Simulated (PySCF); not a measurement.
**Partial charges of `CCN(C)CC([SiH3])[SiH3]`**

Species: C5H17NSi2.
Structure used (GFN2-xTB), in Å, numbered top down from 1:
```xyz
25
C5H17NSi2 angstrom
C      2.5826   -1.4437   -0.5737
C      1.6313   -0.3443   -1.0337
N      0.7715    0.1187    0.0427
C      1.5115    0.8379    1.0585
C     -0.3863    0.8800   -0.4101
C     -1.5243    0.6047    0.5633
Si    -3.2220    0.9896   -0.1826
Si    -1.2299   -1.2038    1.1109
H      3.3757   -1.0517    0.0575
H      3.0411   -1.9149   -1.4396
H      2.0260   -2.1930   -0.0169
H      2.2070    0.4887   -1.4750
H      0.9842   -0.7553   -1.8130
H      0.8225    1.1999    1.8180
H      2.0566    1.6984    0.6408
H      2.2233    0.1710    1.5403
H     -0.6675    0.5130   -1.4005
H     -0.1635    1.9543   -0.5094
H     -1.4016    1.2396    1.4458
H     -4.2647    0.8133    0.8276
H     -3.2560    2.3808   -0.6540
H     -3.4694    0.1113   -1.3286
H     -0.1962   -1.3459    2.1347
H     -2.4838   -1.6685    1.7321
H     -0.9791   -2.0562   -0.0482
```

Density: PBE0/pcSseg-1 (PySCF); schemes: Mulliken, IAO, Hirshfeld and ESP-fitted. Geometry: GFN2-xTB, one conformer, isolated molecule.

Question: Give the atomic charges in each scheme.

Answer: In e; atoms taken as equivalent share a row and are averaged (×n: the atom named and its like, n in all):

```csv
atom,environment,Mulliken,IAO,Hirshfeld,ESP-fitted
C1,methyl carbon,-0.273,-0.421,-0.119,-0.328
C2,sp3 carbon bound to nitrogen,-0.068,-0.142,-0.020,+0.122
N3,tertiary amine nitrogen,-0.669,-0.237,-0.057,+0.170
C4,N-methyl carbon,-0.088,-0.304,-0.069,-0.332
C5,sp3 carbon bound to nitrogen,+0.036,-0.141,-0.026,-0.371
C6,sp3 carbon bound to silicon,-0.820,-0.655,-0.199,-0.171
Si7/Si8,SiH3 silicon,+0.534,+0.597,+0.288,+0.302
H9/H10/H11,methyl hydrogen,+0.120,+0.144,+0.042,+0.084
H12/H13,methylene hydrogen,+0.110,+0.120,+0.034,+0.002
H14/H15/H16,methyl hydrogen,+0.115,+0.134,+0.040,+0.104
H17/H18,methylene hydrogen,+0.119,+0.123,+0.036,+0.119
H19,methine hydrogen,+0.174,+0.146,+0.035,+0.113
H20 (×6),Si–H hydrogen,-0.087,-0.127,-0.085,-0.102
```

Mean size of the charges over all atoms: IAO 0.213 e, Mulliken 0.195 e, ESP-fitted 0.146 e, Hirshfeld 0.080 e. Each set sums to the total charge, 0, to within 0.001 e. The ESP scheme is a least-squares fit of atom-centred charges to the potential on four shells outside the van der Waals surface, with the total charge fixed.

Some averages cover members that differ in this geometry: H20 (×6), ESP-fitted -0.135 to -0.079; Si7/Si8, Mulliken +0.510 to +0.558; H12/H13, ESP-fitted -0.017 to +0.022; H20 (×6), IAO -0.152 to -0.113 e.

Lowest charge. The schemes don't all agree: Mulliken C6 (-0.820); IAO C6 (-0.655); Hirshfeld C6 (-0.199); ESP-fitted C5 (-0.371).

Highest charge. All schemes agree: Mulliken Si7/Si8 (+0.534); IAO Si7/Si8 (+0.597); Hirshfeld Si7/Si8 (+0.288); ESP-fitted Si7/Si8 (+0.302).

Question: How many electrons does the Hirshfeld scheme count on N3?

Answer: Z − q = 7 − (-0.057) = 7.057.

Question: Sum the charges by element, for elements with more than one atom.

Answer: 
| element | atoms | Mulliken | IAO | Hirshfeld | ESP-fitted |
| --- | --- | --- | --- | --- | --- |
| C | 5 | -1.214 | -1.662 | -0.433 | -1.081 |
| Si | 2 | +1.068 | +1.194 | +0.577 | +0.603 |
| H | 17 | +0.814 | +0.706 | -0.087 | +0.307 |

The run behind these numbers computed NMR shieldings as well. Hardware: one thread, Intel Xeon at 2.50 GHz (x86_64), no GPU, on a shared host. Cost: 2.4 min of wall time, 1.1 GiB resident at most.
